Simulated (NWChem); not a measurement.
# GaN$_{2}$H$_{5}$; SMILES [GaH]([NH2])[NH2]

```xyz
8

Ga     0.0000     0.0000    -0.3399
H      0.0000     0.0000    -1.8970
N     -1.5508     0.0000     0.6004
H     -2.4641     0.0000     0.1659
H     -1.6173     0.0000     1.6099
N      1.5508     0.0000     0.6004
H      1.6173     0.0000     1.6099
H      2.4641     0.0000     0.1659
```
Atoms are numbered in this order, from 1.

Computed with NWChem. Pople sets run with spherical d functions. Structure relaxed at the PBE0/def2-SVP level. Field at 589 nm.

| level | isotropic polarisability (bohr³) | anisotropy (bohr³) |
|---|---|---|
| B3LYP/6-31G* | 40.0 | 16.5 |
| B3LYP/def2-SVP | 40.0 | [?] |
| B3LYP/def2-SVPD | 50.1 | 13.7 |
| B3LYP/aug-cc-pVDZ | 52.4 | 12.7 |

### Question
Fill in the missing entries.

### Answer

- B3LYP/def2-SVP, anisotropy (bohr³): 18.0
